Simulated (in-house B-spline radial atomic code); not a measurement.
Computed with a B-spline radial atomic code. Model: two electrons, singlet ground state, non-relativistic, full CI in B-splines with partial waves to l = 8 (at full coupling up to 3e-4 hartree above the limit, correlation up to 0.6 % small), density held at that of full coupling by Lieb maximisation.

W(λ) is the mean repulsion in the state of coupling λ less the Hartree energy of the fixed density. Its start is exact exchange, its initial slope is twice the second-order Görling-Levy correlation energy, and its area from 0 to 1 is E_xc. A straight curve means weak, dynamic correlation, and a curve that drops fast and flattens means strong correlation.

Command:
```bash
python run_ac.py task.json out
```
Settings (lengths in bohr, energies in hartree):
```
potential              coulomb
strength               1.13
lmax                   8
wall_radius            2.2
```

Time taken, with all properties: 2.7 s on 1 thread of Intel(R) Xeon(R) Processor @ 2.30GHz (shared host).

**W = mean repulsion less Hartree energy, and W of three functionals.**

Given: confinement point charge; nuclear charge 1.13; hard wall radius 2.2 bohr; external potential -Z/r.

Computed: LDA exchange minus exact 135.28 millihartree; PBE exchange minus exact 39.449 millihartree.

```json
{"coupling": "0", "W xc (hartree)": "-0.93569", "W xc minus exchange (millihartree)": "0", "kinetic minus Kohn-Sham (millihartree)": "0", "LDA (PW92) W minus its exchange (millihartree)": "0", "PBE W minus its exchange (millihartree)": "0", "SCAN W minus its exchange (millihartree)": "0"}
{"coupling": "0.02", "W xc (hartree)": "-0.93762", "W xc minus exchange (millihartree)": "-1.927", "kinetic minus Kohn-Sham (millihartree)": "0.02", "LDA (PW92) W minus its exchange (millihartree)": "-11.82", "PBE W minus its exchange (millihartree)": "-2.65", "SCAN W minus its exchange (millihartree)": "-1.91"}
{"coupling": "0.05", "W xc (hartree)": "-0.94047", "W xc minus exchange (millihartree)": "-4.78", "kinetic minus Kohn-Sham (millihartree)": "0.12", "LDA (PW92) W minus its exchange (millihartree)": "-24.13", "PBE W minus its exchange (millihartree)": "-6.61", "SCAN W minus its exchange (millihartree)": "-4.7"}
{"coupling": "0.12", "W xc (hartree)": "?", "W xc minus exchange (millihartree)": "?", "kinetic minus Kohn-Sham (millihartree)": "?", "LDA (PW92) W minus its exchange (millihartree)": "?", "PBE W minus its exchange (millihartree)": "?", "SCAN W minus its exchange (millihartree)": "?"}
{"coupling": "0.25", "W xc (hartree)": "?", "W xc minus exchange (millihartree)": "?", "kinetic minus Kohn-Sham (millihartree)": "?", "LDA (PW92) W minus its exchange (millihartree)": "?", "PBE W minus its exchange (millihartree)": "?", "SCAN W minus its exchange (millihartree)": "?"}
{"coupling": "0.4", "W xc (hartree)": "-0.97073", "W xc minus exchange (millihartree)": "-35.034", "kinetic minus Kohn-Sham (millihartree)": "6.77", "LDA (PW92) W minus its exchange (millihartree)": "-103.52", "PBE W minus its exchange (millihartree)": "-47.82", "SCAN W minus its exchange (millihartree)": "-33.69"}
{"coupling": "0.6", "W xc (hartree)": "-0.98581", "W xc minus exchange (millihartree)": "-50.114", "kinetic minus Kohn-Sham (millihartree)": "14.29", "LDA (PW92) W minus its exchange (millihartree)": "-132.74", "PBE W minus its exchange (millihartree)": "-67.58", "SCAN W minus its exchange (millihartree)": "-48.07"}
{"coupling": "0.8", "W xc (hartree)": "-0.99953", "W xc minus exchange (millihartree)": "-63.834", "kinetic minus Kohn-Sham (millihartree)": "23.87", "LDA (PW92) W minus its exchange (millihartree)": "-156.93", "PBE W minus its exchange (millihartree)": "-85.21", "SCAN W minus its exchange (millihartree)": "-61.24"}
{"coupling": "1", "W xc (hartree)": "-1.0121", "W xc minus exchange (millihartree)": "-76.359", "kinetic minus Kohn-Sham (millihartree)": "35.12", "LDA (PW92) W minus its exchange (millihartree)": "-177.69", "PBE W minus its exchange (millihartree)": "-101.09", "SCAN W minus its exchange (millihartree)": "-73.35"}
{"coupling": "1.4", "W xc (hartree)": "-1.0341", "W xc minus exchange (millihartree)": "-98.371", "kinetic minus Kohn-Sham (millihartree)": "61.41", "LDA (PW92) W minus its exchange (millihartree)": "-212.12", "PBE W minus its exchange (millihartree)": "-128.69", "SCAN W minus its exchange (millihartree)": "-94.95"}
{"coupling": "2", "W xc (hartree)": "-1.0611", "W xc minus exchange (millihartree)": "-125.39", "kinetic minus Kohn-Sham (millihartree)": "107.04", "LDA (PW92) W minus its exchange (millihartree)": "-252.19", "PBE W minus its exchange (millihartree)": "-162.39", "SCAN W minus its exchange (millihartree)": "-122.12"}
{"coupling": "3", "W xc (hartree)": "-1.095", "W xc minus exchange (millihartree)": "-159.32", "kinetic minus Kohn-Sham (millihartree)": "190.91", "LDA (PW92) W minus its exchange (millihartree)": "-300.92", "PBE W minus its exchange (millihartree)": "-205.09", "SCAN W minus its exchange (millihartree)": "-157.46"}
{"coupling": "4.5", "W xc (hartree)": "-1.1301", "W xc minus exchange (millihartree)": "-194.36", "kinetic minus Kohn-Sham (millihartree)": "320.51", "LDA (PW92) W minus its exchange (millihartree)": "-351.12", "PBE W minus its exchange (millihartree)": "-250.49", "SCAN W minus its exchange (millihartree)": "-195.42"}
{"coupling": "7", "W xc (hartree)": "-1.1666", "W xc minus exchange (millihartree)": "-230.94", "kinetic minus Kohn-Sham (millihartree)": "526.88", "LDA (PW92) W minus its exchange (millihartree)": "-405.06", "PBE W minus its exchange (millihartree)": "-300.4", "SCAN W minus its exchange (millihartree)": "-236.17"}
{"coupling": "10", "W xc (hartree)": "-1.1935", "W xc minus exchange (millihartree)": "-257.76", "kinetic minus Kohn-Sham (millihartree)": "751.77", "LDA (PW92) W minus its exchange (millihartree)": "-446.55", "PBE W minus its exchange (millihartree)": "-339.36", "SCAN W minus its exchange (millihartree)": "-265.92"}
```

(1) What belongs in the row 0.12?

(2) What belongs in the row 0.25?

(3) What is the SCAN exchange minus exact?

**Energy parts, natural occupations and partial-wave weights.**

Computed: exchange energy -0.93569 hartree; correlation energy -0.041236 hartree; initial slope twice GL2 -0.096844 hartree; kinetic part over minus potential part 0.45997; Hartree energy 1.8714 hartree; Kohn-Sham kinetic 2.3133 hartree; Lieb Oxford ratio E_xc over LDA exchange 1.2205.

```
natural  occupation of the shell (electrons)
      s                                1.982
      p                             0.015381
      s                              0.00171
      d                           0.00058368
      p                                    ?
      f                           7.2485e-05
```

(4) What belongs in the row p?

```
wave      weight
   s     0.99187
   p   0.0077741
   d           ?
   f  3.9932e-05
   g  9.1081e-06
```

(5) What belongs in the row d?

(6) What is the kinetic part of the DFT correlation energy?

(7) What is the total energy?

Results:

(1) W xc (hartree): -0.94696; W xc minus exchange (millihartree): -11.268; kinetic minus Kohn-Sham (millihartree): 0.67; LDA (PW92) W minus its exchange (millihartree): -45.99; PBE W minus its exchange (millihartree): -15.62; SCAN W minus its exchange (millihartree): -10.98.

(2) W xc (hartree): -0.95841; W xc minus exchange (millihartree): -22.717; kinetic minus Kohn-Sham (millihartree): 2.78; LDA (PW92) W minus its exchange (millihartree): -76.32; PBE W minus its exchange (millihartree): -31.3; SCAN W minus its exchange (millihartree): -21.94.

(3) 2.1014 millihartree.

(4) occupation of the shell (electrons): 0.00015872.

(5) weight: 0.00030719.

(6) 0.035123 hartree.

(7) 0.0815 hartree.

Half-way to full coupling W has made 56 % of its drop, against 50 % for a straight line, and second-order (GL2) theory, half the initial slope, overshoots the correlation energy by about 17 %: a moderate bend, as in light atoms. Over couplings 0 to 1 the errors in E_xc come to about +66 millihartree for LDA, +25 millihartree for PBE, +3.7 millihartree for SCAN, so SCAN is nearest. In LDA and PBE the errors of exchange and correlation have opposite signs, so the sum is smaller than the larger of the two.
